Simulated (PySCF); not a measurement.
C3H7ClOSi.
SMILES: `C/C=C(/Cl)O[SiH3]`

Jobs on this species (13 atoms, 64 electrons) with PySCF (density fitting). Hardware of each: an Arm Neoverse V2 with one thread, on a shared host. Other jobs ran on the host; a repeat could differ by tens of per cent or more. Peak memory is the resident size of the whole Python process, interpreter and libraries included.

| level and settings | work | basis functions | SCF cycles | wall time | peak memory |
| --- | --- | --- | --- | --- | --- |
| delta-SCF UKS SCAN, pcX-2 on the ionised atom, pcseg-1 elsewhere, spin-free X2C | ΔSCF core ionisation, 8 holes | 169 | ? | ? | ? |
| delta-SCF UKS HF, pcX-2 on the ionised atom, pcseg-1 elsewhere, spin-free X2C | ΔSCF core ionisation, 8 holes | 169 | ? | ? | ? |
| delta-SCF UKS SCAN, pcX-2 on the ionised atom, pcseg-1 elsewhere, non-relativistic | ΔSCF core ionisation, 8 holes | 169 | 131 | 53 s | 0.63 GiB |
| delta-SCF UKS B3LYP, pcX-2 on the ionised atom, pcseg-1 elsewhere, spin-free X2C | ΔSCF core ionisation, 8 holes | 169 | 119 | 79 s | 0.71 GiB |
| delta-SCF UKS SCAN, pcX-1 on the ionised atom, pcseg-1 elsewhere, spin-free X2C | ΔSCF core ionisation, 8 holes | 149 | 131 | 47 s | 0.56 GiB |
| PBE0-D3(BJ)/def2-SVP, grid level 1 | geometry optimisation from a GFN2-xTB start shaken at random | 127 | 39 | 51 s | 0.53 GiB |
| delta-SCF UKS PBE, pcX-2 on the ionised atom, pcseg-1 elsewhere, spin-free X2C | ΔSCF core ionisation, 8 holes | 169 | 125 | 34 s | 0.63 GiB |
| delta-SCF UKS PBE0, pcX-2 on the ionised atom, pcseg-1 elsewhere, spin-free X2C | ΔSCF core ionisation, 8 holes | 169 | 115 | 73 s | 0.65 GiB |
| delta-SCF UKS SCAN, def2-TZVP on the ionised atom, pcseg-1 elsewhere, spin-free X2C | ΔSCF core ionisation, 8 holes | 146 | 131 | 54 s | 0.56 GiB |

Q: Fill in the missing figures.

A: 
- delta-SCF UKS SCAN, pcX-2 on the ionised atom, pcseg-1 elsewhere, spin-free X2C; ΔSCF core ionisation, 8 holes: 59 s, 0.69 GiB, 132 SCF cycles
- delta-SCF UKS HF, pcX-2 on the ionised atom, pcseg-1 elsewhere, spin-free X2C; ΔSCF core ionisation, 8 holes: 53 s, 0.63 GiB, 127 SCF cycles

Q: What do all jobs in the table cost together?

A: About 8.4 min; the longest takes about 16 % of that, and about 2.3 times as long as the shortest.
